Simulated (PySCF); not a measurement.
# Os⁶¹⁺: ionisation energy

Os⁶¹⁺ [Ne] 3s2 3p3 (4S) → Os⁶²⁺ [Ne] 3s2 3p2 (3P), as a difference of total energies. All numbers are calculated (PySCF 2.14, scalar relativity by spin-free X2C-1e, in an even-tempered Gaussian basis (17 s from 17 bohr⁻², ratio 2.5; 12 p from 23 bohr⁻², ratio 2.5; 4 d from 87 bohr⁻², ratio 2.7; 4 f from 130 bohr⁻², ratio 2.7)). Correlated levels: outer shells: 1s2 frozen; virtual orbitals above 40 to 60 times the deepest correlated orbital energy dropped. The calculations carry no spin-orbit coupling.

```json
{"method": "UHF", "ionisation energy (eV)": "6650.7"}
{"method": "LDA", "ionisation energy (eV)": "6650.0"}
{"method": "PBE", "ionisation energy (eV)": "6651.2"}
{"method": "PBE0", "ionisation energy (eV)": "6651.5"}
{"method": "r2SCAN", "ionisation energy (eV)": "6652.8"}
{"method": "TPSS", "ionisation energy (eV)": "6651.5"}
{"method": "BLYP", "ionisation energy (eV)": "6651.7"}
{"method": "MP2 (outer shells)", "ionisation energy (eV)": "6651.3"}
{"method": "SCS-MP2 (outer shells)", "ionisation energy (eV)": "6651.0"}
```

Spin-orbit coupling is strong in these open shells (close to jj coupling). The scalar numbers leave it out and a first-order estimate fails, so it can dominate the gap to the real levels.

The ground level that NIST lists for one species does not belong to the high-spin term computed here, so part of any gap is the choice of state.

Breit and QED terms and the two-electron picture change are absent.

For comparison: 6503 ± 12 eV (theoretical estimate listed by NIST; NIST Atomic Spectra Database, ionization energies).
